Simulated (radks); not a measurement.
Values are calculated unless marked as measured or tabulated.
Excited configurations of S14+: one electron is placed in a higher orbital outside 1s1. The ground configuration is [He]. Level of theory: scalar-relativistic Kohn-Sham, BLYP, spin-polarised, spherical densities, point nucleus; open shells are filled with parallel spins first (a radial shooting solver on a logarithmic mesh with Libxc functionals). Excitation = E - E(ground); binding = E(ion) - E, where the ion is the core of charge +15; n* = 15/sqrt(2 binding) in atomic units. These energies are relativistic, and a one-electron ion of charge +15 with no core already has n* below n in this formula (scalar-relativistic equation, point nucleus: 2p 1.998, 4d 3.999, 5s 4.995, 5p 4.997, 5d 4.999, 6s 5.995, 6p 5.997, 6f 5.999, 7s 6.995, 7p 6.997, 7f 6.999). The quantum defect is therefore taken as that value minus n*, so that it holds no relativistic shift of the bare ion.

\begin{tabular}{lrrrrr}
outer orbital & excitation (eV) & binding (eV) & n* & quantum defect & <r> (bohr) \\ \hline
2p & 2448.9 & 776.14 & 1.986 & 0.012 & 0.3281 \\
4d & 3031.9 & 193.21 & 3.981 & 0.018 & 1.388 \\
5s & 3098.7 & 126.42 & 4.921 & 0.074 & 2.433 \\
5p & 3099.6 & 125.50 & 4.939 & 0.058 & 2.385 \\
5d & 3100.7 & 124.36 & 4.962 & 0.037 & 2.273 \\
6s & 3137.2 & 87.905 & 5.901 & 0.093 & 3.504 \\
6p & 3137.7 & 87.374 & 5.919 & 0.078 & 3.458 \\
6f & 3138.7 & 86.372 & 5.953 & 0.046 & 3.163 \\
7s & 3160.4 & 64.701 & 6.879 & 0.116 & 4.767 \\
7p & 3160.7 & 64.365 & 6.896 & 0.100 & 4.725 \\
7f & 3161.3 & 63.756 & 6.929 & 0.070 & 4.435 \\
\end{tabular}

The Delta-SCF ionisation energy is 3225.1 eV (NIST Atomic Spectra Database: 3223.8 eV, theoretical). Self-interaction in the functional shifts the binding energies and quantum defects, so they are the method's values and not measured ones.
